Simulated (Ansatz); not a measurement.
```yaml
crystal:
  periodic: [false, false, false]
  atoms:
    - {symbol: C, position_ang: [-1.883891, 1.993297, -0.965020]}
    - {symbol: N, position_ang: [-0.969913, 0.911953, -1.240743]}
    - {symbol: Ga, position_ang: [-0.064413, -0.062629, 0.001368]}
    - {symbol: N, position_ang: [1.180573, -1.279162, -0.530264]}
    - {symbol: C, position_ang: [1.558413, -1.562063, -1.893305]}
    - {symbol: N, position_ang: [-0.293054, 0.287232, 1.772788]}
    - {symbol: C, position_ang: [0.448259, -0.311753, 2.855543]}
    - {symbol: H, position_ang: [-1.716669, 2.375010, 0.045652]}
    - {symbol: H, position_ang: [-1.732856, 2.840106, -1.645839]}
    - {symbol: H, position_ang: [-2.941960, 1.702685, -1.029816]}
    - {symbol: H, position_ang: [-1.011749, 0.585670, -2.191404]}
    - {symbol: H, position_ang: [1.520292, -1.959563, 0.128229]}
    - {symbol: H, position_ang: [1.255798, -0.737022, -2.543581]}
    - {symbol: H, position_ang: [2.645196, -1.662338, -2.004051]}
    - {symbol: H, position_ang: [1.100089, -2.476168, -2.296429]}
    - {symbol: H, position_ang: [-1.111349, 0.787101, 2.076922]}
    - {symbol: H, position_ang: [1.377888, -0.744843, 2.476921]}
    - {symbol: H, position_ang: [-0.096667, -1.115616, 3.370353]}
    - {symbol: H, position_ang: [0.736011, 0.428101, 3.612664]}
basis:
  gaussian: {orbitals: 6-31G}
total_charge: 1
magnetization: {spin_polarized: true, initial_magnetization: 1}
hamiltonian: {xc: {name: B3LYP}}
output: {forces: true}
```

```sh
$ ansatz run in.yaml --threads 2 --pin off --events-out ev --progress --plain --max-ram 32768MiB --backend cpu
```

Shortened log:

```
Functional definition: B3LYP
1420 factors; integrals over basis functions are off by at most 2.2e-4 eV
mean field evaluation 1: about -60114.3459 eV, gradient 7.5e1 eV
mean field evaluation 2: about -60076.8737 eV, gradient 1.1e2 eV
mean field evaluation 4: about -60136.1881 eV, gradient 2.1e1 eV
mean field evaluation 8: about -60138.4325 eV, gradient 1.8e0 eV
mean field evaluation 16: about -60138.7188 eV, gradient 3.2e-2 eV
mean field evaluation 32: about -60138.7188 eV, gradient 1.7e-5 eV
mean field -60138.71883146 eV, -2210.0571535684 hartree, gradient 4.5e-6 eV, S^2 0.762791; 6 other end points of the search recorded, 0 dependent functions left out
reference -60138.71910769 eV, -2210.0571637199 hartree; 41, 40 occupied and 66, 67 virtual orbitals, 1420 factors
Total energy: -60138.71910769 eV, -2210.0571637199 hartree
Atom 0 at    -1.883891     1.993297    -0.965020 Å, force    -0.286491     0.684625     0.482766 eV/Å
Atom 1 at    -0.969913     0.911953    -1.240743 Å, force     0.155122    -0.392375    -0.181609 eV/Å
Atom 2 at    -0.064413    -0.062629     0.001368 Å, force    -0.443454     0.713175     0.280804 eV/Å
Atom 3 at     1.180573    -1.279162    -0.530264 Å, force    -0.096830    -0.386676    -0.241777 eV/Å
Atom 4 at     1.558413    -1.562063    -1.893305 Å, force     0.152400     0.411543    -0.905796 eV/Å
Atom 5 at    -0.293054     0.287232     1.772788 Å, force    -0.186571    -0.385761    -0.205254 eV/Å
Atom 6 at     0.448259    -0.311753     2.855543 Å, force     0.779251    -0.213817     0.463837 eV/Å
Atom 7 at    -1.716669     2.375010     0.045652 Å, force    -0.015801     0.036158     0.051333 eV/Å
Atom 8 at    -1.732856     2.840106    -1.645839 Å, force     0.024201    -0.076156    -0.141647 eV/Å
Atom 9 at    -2.941960     1.702685    -1.029816 Å, force    -0.015074    -0.102596    -0.098675 eV/Å
Atom 10 at    -1.011749     0.585670    -2.191404 Å, force     0.069684    -0.074448    -0.468643 eV/Å
Atom 11 at     1.520292    -1.959563     0.128229 Å, force     0.345891    -0.321910     0.473115 eV/Å
Atom 12 at     1.255798    -0.737022    -2.543581 Å, force    -0.014890    -0.006117    -0.006053 eV/Å
Atom 13 at     2.645196    -1.662338    -2.004051 Å, force     0.045994    -0.122359     0.164445 eV/Å
Atom 14 at     1.100089    -2.476168    -2.296429 Å, force     0.008129    -0.155774     0.219530 eV/Å
Atom 15 at    -1.111349     0.787101     2.076922 Å, force    -0.334421     0.326574     0.063189 eV/Å
Atom 16 at     1.377888    -0.744843     2.476921 Å, force     0.069326    -0.032568     0.040474 eV/Å
Atom 17 at    -0.096667    -1.115616     3.370353 Å, force    -0.177828     0.055578    -0.006711 eV/Å
Atom 18 at     0.736011     0.428101     3.612664 Å, force    -0.078637     0.042903     0.016672 eV/Å
Dipole moment:     0.088673    -0.364042    -0.158549 e Å
```

It took 28 s on 2 threads of an AMD EPYC 7R13 on a shared host, with 0.93 GiB of host memory at the peak.
